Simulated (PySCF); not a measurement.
Species: `CC#C[C@@]1([SiH3])[SiH2]CS1(=O)=O`. The columns A, B, C and D hold Mulliken, IAO, Hirshfeld and ESP-fitted charges (e) of one PBE0/pcSseg-1 density (PySCF), in a shuffled order. Coordinates in Å (GFN2-xTB); the density's dipole moment is (0.49, -2.39, -3.39) D.

| atom | x | y | z | A | B | C | D |
| --- | --- | --- | --- | --- | --- | --- | --- |
| C1 | 3.227 | -1.462 | 1.089 | -0.592 | -0.436 | -0.093 | -0.190 |
| C2 | 2.031 | -0.826 | 0.582 | +0.278 | -0.030 | -0.036 | -0.370 |
| C3 | 1.045 | -0.299 | 0.142 | -0.461 | -0.094 | -0.085 | +0.366 |
| C4 | -0.148 | 0.326 | -0.316 | -0.118 | -0.712 | -0.160 | -1.181 |
| Si5 | 0.092 | 2.170 | -0.763 | +0.422 | +0.631 | +0.293 | +0.633 |
| Si6 | -1.332 | -0.743 | -1.374 | +0.528 | +0.779 | +0.364 | +0.754 |
| C7 | -2.658 | -0.467 | -0.039 | -0.601 | -0.769 | -0.173 | -0.587 |
| S8 | -1.424 | 0.414 | 0.980 | +1.044 | +1.977 | +0.508 | +1.045 |
| O9 | -1.127 | -0.332 | 2.170 | -0.501 | -0.855 | -0.302 | -0.495 |
| O10 | -1.800 | 1.801 | 1.132 | -0.530 | -0.874 | -0.286 | -0.538 |
| H11 | 3.061 | -1.788 | 2.116 | +0.200 | +0.179 | +0.066 | +0.157 |
| H12 | 4.063 | -0.762 | 1.072 | +0.194 | +0.173 | +0.062 | +0.149 |
| H13 | 3.479 | -2.330 | 0.480 | +0.188 | +0.171 | +0.061 | +0.147 |
| H14 | 1.118 | 2.136 | -1.819 | -0.124 | -0.128 | -0.086 | -0.084 |
| H15 | 0.612 | 2.902 | 0.381 | -0.046 | -0.089 | -0.062 | -0.038 |
| H16 | -1.146 | 2.691 | -1.334 | -0.103 | -0.110 | -0.074 | -0.073 |
| H17 | -1.682 | -0.134 | -2.659 | -0.104 | -0.102 | -0.060 | -0.044 |
| H18 | -0.907 | -2.141 | -1.454 | -0.073 | -0.091 | -0.056 | -0.038 |
| H19 | -3.028 | -1.337 | 0.488 | +0.203 | +0.190 | +0.061 | +0.195 |
| H20 | -3.480 | 0.193 | -0.286 | +0.196 | +0.189 | +0.060 | +0.193 |

Question: Which column most likely holds the ESP-fitted charges?

Answer: A. Σ q r misses the density's dipole by 0.03 D (A), 0.76 D (C), 2.25 D (D), 2.75 D (B). Charges fitted to the outside potential are the only set here that is tied to the molecule's multipoles.

Question: And the Hirshfeld charges?

Answer: C. The mean sizes are 0.147 e (C), 0.325 e (A), 0.364 e (D), 0.429 e (B), and Hirshfeld charges are commonly the smallest of these schemes.

As computed, A = ESP-fitted, B = IAO, C = Hirshfeld, D = Mulliken. Hydrogens on carbon: ESP-fitted +0.19 to +0.20, IAO +0.17 to +0.19, Hirshfeld +0.06 to +0.07, Mulliken +0.15 to +0.19 e.

The ESP scheme fits charges at the nuclei, held to the total charge, to the electrostatic potential on points at 1.4 to 2.0 times the van der Waals radii. The Mulliken scheme counts on each atom the diagonal of the density matrix times the overlap matrix over that atom's basis functions.

Geometry: GFN2-xTB; no solvent, vibrations or thermal averaging.
